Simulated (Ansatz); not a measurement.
Compare A (`F[SiH2][SiH](F)S`) with its isomer B (`F[SiH2]S[SiH2]F`).

Isolated molecules relaxed with PBE0-D4/def2-TZVP in Ansatz; ΔE leaves out vibrations. CCSD(T)/CBS is the MP2 limit (def2-TZVPP, def2-QZVPP) plus CCSD(T) − MP2 in def2-TZVPP, frozen cores. Functionals use def2-TZVPP. B3LYP here is the variant with VWN-RPA as its local correlation; programs differ in this. Each species was taken in one conformer, which may not be the lowest.

Problem. Which isomer does CCSD(T)/CBS put lower? Give the gap. (Best estimate.)

Solution. Computed: B, by 20.3 kcal/mol.

Problem. Give E(B) − E(A) in kcal/mol with r2SCAN-D4, MP2/def2-TZVPP, CCSD(T)/def2-SVP, PBE-D4, B2PLYP, B3LYP, BLYP-D4. (Best estimate.)

Solution. Ansatz gave: r2SCAN-D4 -19.4, MP2/def2-TZVPP -22.4, CCSD(T)/def2-SVP -18.8, PBE-D4 -16.7, B2PLYP -19.9, B3LYP -18.3, BLYP-D4 -17.5. None reverses the order clearly.

Problem. Does the order hold for the free energy at 298.15 K (harmonic terms from PBE0-D4)? (Best estimate.)

Solution. Ansatz gave: Yes: G(B) − G(A) = -19.4 kcal/mol, for one conformer each. Modes under 60 cm⁻¹, often nearly free rotors, make the harmonic entropy too high.

Largest T1 diagnostic: 0.012.

From PBE to PBE0 (25 % exact exchange), in def2-TZVPP and without D4, E(B) − E(A) moves by −1.4 kcal/mol. Leaving LDA and LC-ωPBE aside and taking each functional with its dispersion term where it has one, the values, not all of them listed here, spread over 3.9 kcal/mol, from ωB97M-V to PBE-D4.
